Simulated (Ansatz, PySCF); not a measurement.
CH₄BClOS, SMILES SB(OC)Cl. Atoms are numbered in the order given.

```xyz
9

B     -0.1375     0.1341     0.0000
Cl    -0.5298     1.8565     0.0000
O     -1.1575    -0.7348     0.0000
C     -0.9754    -2.1305     0.0000
H     -0.4227    -2.4599     0.8955
H     -1.9661    -2.6037     0.0000
H     -0.4227    -2.4599    -0.8955
S      1.5865    -0.4441     0.0000
H      2.1408     0.7842     0.0000
```
Charge 0, spin multiplicity 1.

Coordinates come from a PBE0-D3(BJ)/def2-SVP optimisation. The structure was generated by enumeration, and PubChem lists no compound with its InChIKey, so it may never have been made. Other conformers were not sampled.

Two levels are set side by side: PBE-D3(BJ)/def2-SVP (Ansatz, a first-principles code) and PBE0-D3(BJ)/def2-SVP (Ansatz). Each level has its own optimised geometry; the coordinates shown are those of the second. Frequencies come from the Hessian of PySCF at each geometry. Differences are taken from unrounded values.

```tsv
quantity	PBE0-D3(BJ)
mean bond length (Å)	1.373
bond B1–Cl2 (Å)	1.766
bond B1–O3 (Å)	1.340
bond B1–S8 (Å)	1.818
bond O3–C4 (Å)	1.408
bond C4–H5 (Å)	1.103
bond C4–H6 (Å)	1.098
bond C4–H7 (Å)	1.103
bond S8–H9 (Å)	1.348
highest harmonic wavenumber (cm⁻¹)	3177
mean harmonic wavenumber (cm⁻¹)	1222
zero-point energy (kcal/mol)	36.70
```

Question: What does PBE-D3(BJ) give, and how far is it from PBE0-D3(BJ)? (The exact figures need the calculation; the answer reports its results.)

Answer: 
| quantity | PBE-D3(BJ) | PBE-D3(BJ) minus PBE0-D3(BJ) |
|---|---|---|
| mean bond length (Å) | 1.384 | 0.011 |
| bond B1–Cl2 (Å) | 1.777 | 0.010 |
| bond B1–O3 (Å) | 1.353 | 0.013 |
| bond B1–S8 (Å) | 1.829 | 0.011 |
| bond O3–C4 (Å) | 1.422 | 0.014 |
| bond C4–H5 (Å) | 1.112 | 0.009 |
| bond C4–H6 (Å) | 1.107 | 0.009 |
| bond C4–H7 (Å) | 1.112 | 0.009 |
| bond S8–H9 (Å) | 1.359 | 0.012 |
| highest harmonic wavenumber (cm⁻¹) | 3079 | -98 |
| mean harmonic wavenumber (cm⁻¹) | 1179 | -44 |
| zero-point energy (kcal/mol) | 35.38 | -1.31 |

Exact exchange shortens and stiffens bonds; PBE has none. Differences between two approximate levels are no errors against the true value.
